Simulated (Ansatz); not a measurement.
`[SiH3]S[SiH2]S` → `S[SiH2]S` + `[SiH2]`  (silylene loss)

Calculated with Ansatz (gas phase, PBE0-D4/def2-TZVP geometries, no zero-point term in ΔE). CCSD(T)/CBS is the MP2 limit (def2-TZVPP, def2-QZVPP) plus CCSD(T) − MP2 in def2-TZVPP, frozen cores. This one scheme is used for every species. DFT in def2-TZVPP. B3LYP here is the variant with VWN-RPA as its local correlation; programs differ in this. One conformer a species, not always the lowest.

| level | ΔE (kcal/mol) |
| --- | --- |
| r2SCAN-D4 | 76.6 |
| B3LYP-D4 | 70.3 |
| HF/def2-QZVPP | 65.4 |
| MP2/CBS(def2) | 77.8 |

Q: What does CCSD(T)/CBS give? (Best estimate.)

A: Computed: +71.7 kcal/mol. The listed levels differ from it by 4.9, -1.4, -6.3, 6.1 kcal/mol.

Largest T1 diagnostic among the species: 0.014.

In def2-TZVPP, CCSD(T) changes the Hartree–Fock value by +4.1 kcal/mol (the triples alone add +1.6 kcal/mol) and MP2 by +10.2 kcal/mol. From PBE to PBE0 (25 % exact exchange), in def2-TZVPP and without D4, ΔE moves by +2.4 kcal/mol.
